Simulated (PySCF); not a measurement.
Isomers of C2H8O2Si3, one GFN2-xTB conformer each. Single-point energies are computed at PBE0/pcSseg-1 (PySCF, gas phase, no added dispersion term), electronic only.

```
                    SMILES  GFN2-xTB relative energy (kJ/mol)
 C#C[SiH2][Si](O)(O)[SiH3]                              407.8
   C#C[SiH2]O[SiH2][SiH2]O                              198.8
C#C[SiH2][Si@@H](O)O[SiH3]                              196.5
   C#C[SiH2]O[SiH2]O[SiH3]                                0.0
```

Conformers: `[CH:1]#[C:2][SiH2:3][Si:4]([OH:5])([OH:6])[SiH3:7]` with C2–Si3–Si4–O5 172°, Si3–Si4–O5–H -133°, Si3–Si4–O6–H -66°; `[CH:1]#[C:2][SiH2:3][O:4][SiH2:5][SiH2:6][OH:7]` with C2–Si3–O4–Si5 62°, Si3–O4–Si5–Si6 68°, O4–Si5–Si6–O7 -179°, Si5–Si6–O7–H 180°; `[CH:1]#[C:2][SiH2:3][Si@@H:4]([OH:5])[O:6][SiH3:7]` with C2–Si3–Si4–O5 -168°, Si3–Si4–O5–H 165°, Si3–Si4–O6–Si7 34°; `[CH:1]#[C:2][SiH2:3][O:4][SiH2:5][O:6][SiH3:7]` with C2–Si3–O4–Si5 -67°, Si3–O4–Si5–O6 -34°, O4–Si5–O6–Si7 9°.

Question: What does PBE0/pcSseg-1 give for the same structures?

Answer: 
```
                    SMILES  PBE0/pcSseg-1 E (Eh)  PBE0/pcSseg-1 (kJ/mol)  GFN2-xTB (kJ/mol)  point group
   C#C[SiH2]O[SiH2]O[SiH3]           -1099.35261                     0.0                0.0           C1
C#C[SiH2][Si@@H](O)O[SiH3]           -1099.31564                    97.1              196.5           C1
   C#C[SiH2]O[SiH2][SiH2]O           -1099.30356                   128.8              198.8           C1
 C#C[SiH2][Si](O)(O)[SiH3]           -1099.28305                   182.6              407.8           C1
```

Both levels put the same isomer lowest; measured from each level's own lowest isomer, the values differ by up to 225.2 kJ/mol (C#C[SiH2][Si](O)(O)[SiH3]: 407.8 against 182.6). As drawn, the highest has an O–H bond and an Si–Si bond, which the lowest lacks.

Question: Which frontier levels, dipoles and rotational constants go with these structures?

Answer: 
```
                    SMILES  HOMO (eV, PBE0/pcSseg-1)  LUMO (eV)  dipole (D)       A, B, C (MHz)
   C#C[SiH2]O[SiH2]O[SiH3]                     -8.36      -0.51        1.05  2066, 813.9, 713.8
C#C[SiH2][Si@@H](O)O[SiH3]                     -7.76      -0.42        1.35   1482, 1174, 703.2
   C#C[SiH2]O[SiH2][SiH2]O                     -7.96      -0.94        1.35  3495, 561.7, 545.4
 C#C[SiH2][Si](O)(O)[SiH3]                     -7.30      -0.86        1.78  1791, 924.6, 775.8
```
